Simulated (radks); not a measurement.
These are the eigenvalues of the occupied orbitals of an atom or ion with whole-number occupations (eV). Method: scalar-relativistic Kohn-Sham, LDA (Slater exchange, Perdew-Wang correlation), spin-polarised, spherical densities, finite nucleus; Fermi nuclear charge, rms radius of each element as measured or else 0.836 A^(1/3) + 0.57 fm; computed with a radial shooting solver on a logarithmic mesh with Libxc functionals.

orbital  eigenvalue
1s up     -13307.03
1s down   -13306.88
2s up     -1741.744
2s down   -1741.649
2p up     -1539.111
2p down   -1538.974
3s up     -248.4123
3s down   -248.2190
3p up     -184.4400
3p down   -184.2204
3d up      -78.2433
3d down    -77.9602
4s up      -31.2612
4s down    -29.6717
4p up      -18.2748
4p down    -16.7567

Which element is it, and in what charge state? The configuration may be excited. Open shells, if any, are filled with parallel spins first.

Answer. Z = 35, bromine, charge +1: Br+ in [Ar] 3d10 4s2 4p4. The list shows which subshells hold electrons but not how many an open one holds; the 1s level, -489.02 hartree, gives Z - s = 31.3 by -(Z - s)^2/2, which with screening and relativity narrows Z to a few neighbours, and the depths of the outer levels then fix element, charge and occupations together.
